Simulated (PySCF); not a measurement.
Geometry:
```json
{"atom": "Si1", "x (Å)": "-0.028", "y (Å)": "-0.053", "z (Å)": "-1.642"}
{"atom": "N2", "x (Å)": "0.094", "y (Å)": "0.157", "z (Å)": "0.077"}
{"atom": "C3", "x (Å)": "1.082", "y (Å)": "-0.556", "z (Å)": "0.846"}
{"atom": "C4", "x (Å)": "-1.029", "y (Å)": "0.628", "z (Å)": "0.847"}
{"atom": "H5", "x (Å)": "1.441", "y (Å)": "0.063", "z (Å)": "1.689"}
{"atom": "H6", "x (Å)": "1.956", "y (Å)": "-0.802", "z (Å)": "0.223"}
{"atom": "H7", "x (Å)": "0.700", "y (Å)": "-1.504", "z (Å)": "1.277"}
{"atom": "H8", "x (Å)": "-1.700", "y (Å)": "1.238", "z (Å)": "0.224"}
{"atom": "H9", "x (Å)": "-1.633", "y (Å)": "-0.193", "z (Å)": "1.287"}
{"atom": "H10", "x (Å)": "-0.688", "y (Å)": "1.265", "z (Å)": "1.684"}
{"atom": "H11", "x (Å)": "1.358", "y (Å)": "-0.108", "z (Å)": "-2.198"}
{"atom": "H12", "x (Å)": "-0.782", "y (Å)": "1.112", "z (Å)": "-2.197"}
{"atom": "H13", "x (Å)": "-0.740", "y (Å)": "-1.299", "z (Å)": "-2.095"}
```

Calculated, not measured (PySCF 2.14): PBE0-D3(BJ)/def2-SVP geometry, NMR shieldings at B3LYP/pcSseg-1/GIAO. Gas phase, single conformer, non-relativistic, equivalent nuclei averaged.

Referencing at the same level of theory: $^{13}$C and $^{1}$H and $^{29}$Si vs TMS; $^{15}$N against NH3.

```json
{"atoms": "Si1", "nucleus": "$^{29}$Si", "count": "1", "δ (ppm)": "-46.8"}
{"atoms": "C3/C4", "nucleus": "$^{13}$C", "count": "2", "δ (ppm)": "?"}
{"atoms": "H11/H12/H13", "nucleus": "$^{1}$H", "count": "3", "δ (ppm)": "4.51"}
{"atoms": "H5/H6/H7/H8/H9/H10", "nucleus": "$^{1}$H", "count": "6", "δ (ppm)": "?"}
{"atoms": "N2", "nucleus": "$^{15}$N", "count": "1", "δ (ppm)": "13.1"}
```

Fill in the missing shifts.

Answers


- C3/C4: 41.5 ppm, carbon bonded to N, 3 H
- H5/H6/H7/H8/H9/H10: 2.50 ppm, hydrogen on a carbon bonded to N

Shifts are as computed. Against solution values, carbons near 30 ppm lie about +2 ppm off and those near 130 ppm about +6 ppm. Of 1309 compounds with measured shifts, 239 miss one by over three times the rms of a fit or turn the order of signals round; such compounds aren't used in these exercises. Experimental scales use liquid or dissolved standards, which lie at an offset from isolated NH3 (liquid NH3: subtract about 20 ppm).
